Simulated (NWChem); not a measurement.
System: BH2, doublet; SMILES [BH2]

```xyz
3

B      0.0000     0.0000     0.1498
H      1.0717     0.0000    -0.3744
H     -1.0717     0.0000    -0.3744
```
Atoms are numbered in this order, from 1.

All runs: NWChem. Spin-unrestricted. In the optimisation the excess spin sits in a1 (C2v, its own frame). Structure relaxed at the B3LYP/6-31G* (spherical d), spin-unrestricted level. No stability test was run on the SCF state. Vertical excitations in the gas phase; the lowest state need not have the same character in each row. Excited states of an open shell can be spin-contaminated.

```
level                 lowest excitation (eV)  oscillator strength of that lowest state  lowest state with f > 0.02 (eV)  lowest empty minus highest occupied level, either spin (eV)
--------------------  ----------------------  ----------------------------------------  -------------------------------  -----------------------------------------------------------
PBE/def2-SVPD, TDA                      1.35                                     0.004                             5.30                                                         1.50
B3LYP/def2-SVPD, TDA                    1.36                                     0.004                             5.53                                                         3.44
UHF/def2-SVPD, CIS                      1.49                                     0.004                             6.54                                                        11.00
PBE0/def2-SVPD, TDA                     1.34                                     0.004                             5.72                                                         3.91
```
